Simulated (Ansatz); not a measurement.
Species: 4-fluoropyrimidine, C₄H₃FN₂, net charge 0, singlet state. 
Structure (B3LYP-D3(BJ)/def2-TZVP (Ansatz, a program for electronic structure) minimum search):
SMILES: n1c(F)ccnc1
```xyz
10

F      1.8406    -1.2300     0.1039
C      0.7293    -0.4946     0.0409
C      0.8300     0.8873     0.1115
C     -0.3750     1.5639     0.0377
N     -1.5485     0.9363    -0.0919
C     -1.4977    -0.3878    -0.1469
N     -0.3977    -1.1451    -0.0857
H      1.7815     1.3867     0.2162
H     -0.4045     2.6467     0.0837
H     -2.4387    -0.9152    -0.2519
```

Atomisation energy built up term by term with Ansatz (kcal/mol; UHF references for open shells; valence terms freeze the core; atomic spin-orbit terms are left out). CBS(X,Y): correlation extrapolated as X^-3; Hartree-Fock from the larger set.

The Hartree-Fock reference is unstable (checked in the largest basis), which strains HF and MP2. 

```
term                                            basis  kcal/mol
-----------------------  ----------------------------  --------
Hartree-Fock                              aug-cc-pVQZ       [?]
CCSD correlation         CBS(aug-cc-pVTZ,aug-cc-pVQZ)    330.07
(T)                      CBS(aug-cc-pVTZ,aug-cc-pVQZ)       [?]
core correlation                            cc-pwCVTZ      5.79
scalar relativity (X2C)    cc-pVTZ-DK against cc-pVTZ     -1.22
sum: De                                                     [?]
```

Task: What belongs in the gaps?

Result: 
- Hartree-Fock, kcal/mol: 760.08
- (T), kcal/mol: 32.34
- sum: De, kcal/mol: 1127.1
